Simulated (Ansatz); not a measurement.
Reaction (ligand exchange at a Ge–C bond): `C#[C][Ge]([F])([F])[F]` + H–F → `[F][Ge]([F])([F])[F]` + `C#C`

Calculated with Ansatz (gas phase, PBE0-D4/def2-TZVP geometries, no zero-point term in ΔE). CBS: MP2 limit from def2 TZ/QZ plus the TZ coupled-cluster correction, frozen cores. This one scheme is used for every species. DFT in def2-TZVPP. HSE06 is defined as in plane-wave codes. For Ge outer-core shells are correlated without core-valence functions, which leaves a few kJ/mol of doubt a bond. Scalar relativity is left out up to krypton.

```
             level  ΔE (kJ/mol)  difference from CCSD(T)/CBS
        r2SCANh-D4        -38.8                        -11.1
          HSE06-D4        -30.0                         -2.3
               PBE        -34.3                         -6.6
              PBE0        -33.1                         -5.4
           r2SCANh        -39.9                        -12.2
           r2SCAN0        -38.2                        -10.5
             BHLYP        -42.3                        -14.6
         CAM-B3LYP        -42.8                        -15.1
RPA@PBE/def2-TZVPP        -30.6                         -2.9
     CCSD/def2-SVP        -43.7                        -16.0
    MP2/def2-TZVPP        -28.6                         -0.9
SCS-MP2/def2-TZVPP        -33.6                         -5.9
    MP2/def2-QZVPP        -27.4                          0.3
SCS-MP2/def2-QZVPP        -32.8                         -5.1
      HF/CBS(def2)        -53.2                        -25.5
     MP2/CBS(def2)        -24.8                          2.9
       CCSD(T)/CBS        -27.7                            0
```

Largest T1 diagnostic among the species: 0.013.

At CCSD(T), def2-SVP lies −14.9 kJ/mol from the extrapolated value and def2-TZVPP −3.8 kJ/mol. The D4 term adds +5.7 kJ/mol with B3LYP and +3.2 kJ/mol with PBE0; it sums over pairs of atoms, weighted by their polarisabilities, and B3LYP, whose exchange is more repulsive, gets the larger term.

B3LYP here is the variant with VWN-RPA as its local correlation; programs differ in this.
